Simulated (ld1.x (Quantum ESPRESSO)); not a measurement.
**What one change does to a pseudopotential (Ba, TM)**

- Element: barium
- Generator: ld1.x (Quantum ESPRESSO) 7.5
- Type: norm-conserving Troullier–Martins (Kleinman–Bylander form)
- Functional: PBE
- Relativity: scalar-relativistic
- Frozen core: [Kr] 4d10 5s2
- Valence charge: 8
- Reference configuration: 5p6 5d0 6s0 6p0 (charge +2)
- Partial waves: 6s (bound, empty): rc 2.95 bohr; 5p (bound): rc 2.55 bohr; 5d (bound, empty): rc 3.90 bohr
- Local potential: the d channel
- Core correction: none

Change: core correction a·sin(br)/r model core inside 1.78 bohr.

Cutoffs: the cutoffs (Ry, on a coarse ladder) from which the occupation-weighted sum of valence levels, in a spherical-Bessel basis at the reference potential, stays within 10 and 1 mRy of its value at 400 Ry; they do not see the model core or the augmentation charge, which bear on the density cutoff. Errors are all-electron minus pseudo energies relative to the spin-unpolarised reference configuration.

How do hardness, ghosts and transferability respond?

The potential gets neither clearly harder nor softer (18 Ry and 30 Ry → 18 Ry and 30 Ry); both files keep a bound ghost (s); of the 7 tests that both files solve, the error grows in 4 and shrinks in 3 by more than 15 % and 0.3 meV (median size 31.3 → 51.2 meV). A model core, the more so a compact one, raises the density cutoff, which this test does not measure.

```csv
quantity,base,changed
"cutoff, loose",18 Ry,18 Ry
"cutoff, tight",30 Ry,30 Ry
bound ghosts,s,s
"error for 5p6 5d0 6s2 6p0, meV [ΔE -15.34 eV]",-34,-105
"error for 5p6 5d0 6s1 6p0, meV [ΔE -9.98 eV]",+1.9,-17
"error for 5p6 5d0 6s1.5 6p0, meV [ΔE -13.21 eV]",-10,-51
"error for 5p6 5d1 6s0 6p0, meV [ΔE -9.30 eV]",+18,-9.0
"error for 5p6 5d0 6s1 6p1, meV [ΔE -13.31 eV]",+31,-0.5
"error for 5p6 5d0 6s0 6p2, meV [ΔE -11.20 eV]",+89,+70
"error for 5p6 5d0.5 6s1.5 6p0, meV [ΔE -14.71 eV]",-40,-99
s: phases at 4.24 bohr within 0.05 rad from the reference energy up to (Ry; the scan ends near 5),0.9,0.9
p: phases at 4.24 bohr within 0.05 rad from the reference energy up to (Ry; the scan ends near 5),-0.8,-0.8
d: phases at 4.24 bohr within 0.05 rad from the reference energy up to (Ry; the scan ends near 5),3.0,3.0
```

 A true bound ghost makes a file unfit for plane-wave use even where its test errors are small: the radial tests pick states by their node count and pass the ghost by.
